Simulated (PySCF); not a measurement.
SMILES [F][V]([F])([F])([F])[F] (PBE0/def2-SVP optimised geometry):

```
6

V     -0.842     0.000     0.000
F     -0.842     1.720     0.000
F     -0.842    -1.720     0.000
F     -1.683     0.002    -1.460
F      0.842     0.000     0.000
F     -1.683    -0.003     1.460
```

Computed with PBE0/def2-TZVP in PySCF 2.14.0.

Question: What are the frontier orbital energies and the dipole moment?

Answer: HOMO-2 -12.65 eV, HOMO-1 -12.31 eV, HOMO -12.31 eV, LUMO -5.60 eV, LUMO+1 -5.60 eV; dipole moment 0.00 D.

On the same geometry PBE/def2-TZVP (PySCF) gives HOMO-2 -10.54 eV, HOMO-1 -10.17 eV, HOMO -10.17 eV, LUMO -6.16 eV, LUMO+1 -6.16 eV; dipole moment 0.00 D.

Meta-Löwdin charges at PBE0/def2-TZVP: V1 1.79, F2 -0.39, F3 -0.39, F4 -0.34, F5 -0.34, F6 -0.34.
